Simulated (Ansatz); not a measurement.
Relaxation of CH5NOSi (9 atoms, charge 0, multiplicity 1), to a largest force component of 0.02 eV/Å in at most 40 steps.

All numbers below come from RKS PBE0-D4/def2-SVP in Ansatz.

```xyz
9
Properties=species:S:1:pos:R:3
N -0.927 0.928 -0.942
C 0.271 0.617 -0.710
Si 0.570 -0.653 0.672
O -0.889 -1.054 1.245
H -1.086 1.613 -1.683
H 1.119 1.046 -1.262
H 1.366 -0.034 1.730
H 1.220 -1.836 0.109
H -1.645 -0.626 0.842
```

Question: Where does it end, and by what steps?

Answer: The forces met the threshold. After 7 steps the energy has fallen by 0.124 eV; H9 moved furthest, 0.27 Å.

```csv
step,energy less start (eV),largest force component (eV/Å),accepted
0,0.0000,1.239,yes
1,-0.0788,0.549,yes
2,-0.1059,0.274,yes
3,-0.1134,0.191,yes
4,-0.1201,0.178,yes
5,-0.1234,0.101,yes
6,-0.1238,0.070,yes
7,-0.1241,0.013,yes
```

```xyz
9
Properties=species:S:1:pos:R:3
N -0.965 0.855 -0.862
C 0.272 0.602 -0.690
Si 0.577 -0.672 0.692
O -0.964 -1.004 1.200
H -1.135 1.542 -1.606
H 1.069 1.082 -1.292
H 1.428 -0.075 1.764
H 1.279 -1.870 0.143
H -1.562 -0.461 0.652
```

Whether the end is a true minimum wasn't checked by a vibrational analysis.

Time of the run: 18 s on 1 thread of AMD EPYC 7B13 (Zen 3), on a shared host, peak memory 0.16 GiB.
